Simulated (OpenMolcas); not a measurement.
Nb4+: effect of the metal basis

Nb4+ with 6 ligands (bromide) in octahedral coordination (Oh) at 2.59 Å. A charge of +0.333 e stands 2.4 Å behind each ligand.

- Program: OpenMolcas 26.06
- Method: SS-CASPT2, IPEA 0.25 Eh, imaginary shift 0.1 Eh (closed shells correlated: 4s 4p and the ligand valence shells)
- Spin-orbit coupling: RASSI with atomic mean-field integrals over the reference wave functions

Fixed: ligand basis ANO-RCC-VDZP, active space 1 electron in 5 orbitals (4d), DKH2 Hamiltonian.

States (labels of O, the rotations of Oh). Energies in cm-1 above the lowest state or level, χT in cm3 K/mol; under a threefold ground state the first gap can be a small split of the lowest multiplet, not the spin-orbit step; 10Dq is the gap between the two states.

```tsv
Run	Metal basis	Ground state	First state of that spin	10Dq	First gap with spin-orbit (degeneracies)	χT at 300 K	Cost
A	ANO-RCC-VDZP	2T2	2E 21460	21460	1010 (4, 2)	0.148	roughly 24 core-seconds
B	ANO-RCC-VTZP	2T2	2E 21510	21508	1000 (4, 2)	0.150	roughly 40 core-seconds
```

Against A, |10Dq| changes by +0.2 % in B.

Costs are those of the CASPT2 steps.

Roots that are degenerate in the reference are averaged as groups; the widest CASPT2 spread within a group is 110 cm-1 (the 3-fold group of multiplicity 2 near 0 cm-1 above the lowest state of its run, A). Shifts and gaps below about the spread of the groups concerned are not significant. Over all roots computed the reference weight is 0.67 in A, 0.66 in B; a low but even weight reflects the number of correlated electrons. An orbital triplet at a regular site is open to Jahn-Teller coupling, which can distort the site and quench the lowest spin-orbit gaps and is left out. Ligand-to-metal charge-transfer states are missing. With one d shell and no ligand orbital active, 10Dq can be off by a tenth or more. The least metal-like active orbital is 69 % on the metal (Löwdin) and no ligand orbital is active, so the numbers are rough (holds for A). The least metal-like active orbital is 71 % on the metal (Löwdin) and no ligand orbital is active, so the numbers are rough (holds for B). No measured value stands beside these numbers; the geometry was imposed, not optimised, and the real ion may take another.
